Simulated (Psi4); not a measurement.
Cl2Mg, charge +1, doublet, at a GFN2-xTB geometry (such geometries of metal compounds can be far from the true shape) (a state made from the parent by changing its charge; the spin is typed, not shown lowest). Base run: R2SCAN/STO-3G run with Psi4 1.11.

Input for Psi4:
```
memory 2 GB

molecule mol {
1 2
Mg    0.000000    0.000000    0.000000
Cl   -0.000000   -0.000000   -2.171072
Cl    0.000000    0.000000    2.171072
}

set {
  basis sto-3g
  reference uks
}

energy('r2scan')
print_variables()
```

Variants of this job, named by their change:

```csv
change,ΔE vs base (µEh),SCF cycles,grid points,basis functions
base,0.0,6,58326,27
d_convergence = 1e-4,0.0,5,58326,27
puream = true,0.0,6,58326,27
diis_max_vecs = 3,0.0,7,58326,27
guess = sapgau,0.0,6,58326,27
dft_spherical_points = 194,-7.7,6,37708,27
guess = gwh,0.0,7,58326,27
ints_tolerance = 1e-8,0.0,6,58326,27
basis_guess = sto-3g,0.0,1,58326,27
scf_initial_accelerator = none,0.0,6,58326,27
damping_percentage = 20,0.2,15,58326,27
puream = false,34.8,6,58326,27
scf_type = direct,2200,8,58326,27
```

Open shells are given as the SCF converged; they aren't shown to be the lowest states, and a large step between rows can be another state.
